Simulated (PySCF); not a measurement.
This script is equivalent to a calculation on Ge⁺ (germanium, charge +1).

```python
from pyscf import gto, scf, dft, mp, cc
import basis_set_exchange as bse
mol = gto.M(atom="Ge 0 0 0", charge=1, spin=1, symmetry="D2h",
            basis=gto.basis.parse(bse.get_basis("Sapporo-DKH3-DZP-2012", elements=["Ge"], fmt="nwchem", header=False)),
            nucmod="G")
mf = dft.UKS(mol, xc="PBE0").sfx2c1e()
mf.irrep_nelec = {'Ag': (6, 6), 'B1g': (1, 1), 'B2g': (1, 1), 'B3g': (1, 1), 'B1u': (2, 2), 'B2u': (3, 2), 'B3u': (2, 2)}
mf.kernel()
```

What total energy does it give?

-2098.127 hartree (calculated).

Which occupied shell lies highest, and where?

4p α, at -12.836 eV.

What is ⟨S²⟩, and what would a pure spin state give?

0.753, against 0.75.
